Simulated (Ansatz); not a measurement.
The same path of C₂H₁₀AlNS (15 atoms, charge 0, multiplicity 1) was run 3 times with different band settings. Lost on the way: H7–S8. Made: N2–H7.

Theory: RKS B3LYP-D4/def2-SVP (Ansatz 0.2.0).

Relaxed end points:

```xyz
15
Properties=species:S:1:pos:R:3
Al -1.613 0.031 -0.195
N 0.105 -0.480 -0.411
C 0.756 -1.465 0.422
C 1.000 0.110 -1.383
H -2.207 0.992 -1.311
H -2.492 -0.856 0.786
H -0.301 2.661 1.002
S -1.335 2.058 1.636
H 0.042 -1.916 1.131
H 1.196 -2.293 -0.173
H 1.592 -1.036 1.019
H 0.468 0.836 -2.019
H 1.447 -0.652 -2.056
H 1.853 0.644 -0.908
H -0.511 1.369 2.461
```

```xyz
15
Properties=species:S:1:pos:R:3
Al -1.663 0.344 0.044
N 0.404 0.067 -0.050
C 0.869 -1.186 0.573
C 0.981 0.289 -1.389
H -2.001 0.794 -1.445
H -2.161 -1.054 0.625
H 0.674 0.851 0.556
S -1.655 2.081 1.492
H 0.463 -1.264 1.591
H 0.496 -2.042 -0.008
H 1.970 -1.232 0.613
H 0.658 1.267 -1.770
H 0.611 -0.484 -2.078
H 2.083 0.249 -1.364
H -1.729 1.319 2.608
```

Common settings: spring 5.0 eV/Å²; optimiser quadratic models (default); start path through a guess of the saddle point; force threshold 0.03 eV/Å; iteration limit 60; end points relaxed.

| run | movable images | climbing image |
| --- | --- | --- |
| 1 | 9 | yes |
| 2 | 4 | no |
| 3 | 3 | yes |

What does each run give, and how far can it be trusted?

Run 1: converged after 15 iterations, highest image 0.100 eV above the first end. A vibrational analysis at the climbing image gives one clearly imaginary mode, 188i cm⁻¹: a first-order saddle point.
Run 2: converged after 16 iterations, highest image 0.060 eV above the first end. No image climbed, so the highest image needn't sit at the top of the path.
Run 3: converged after 12 iterations, highest image 0.100 eV above the first end. Neighbouring images differ by up to 1.3 eV, so the band resolves the path poorly. Another band between the same ends (9 images) ends at a top of the same energy, where a vibrational analysis finds 1 clearly imaginary mode. So few images can step over the top or miss a turn of the path.
The orbitals stay closed-shell, which can raise the energy where a bond breaks towards radicals; this wasn't checked here.
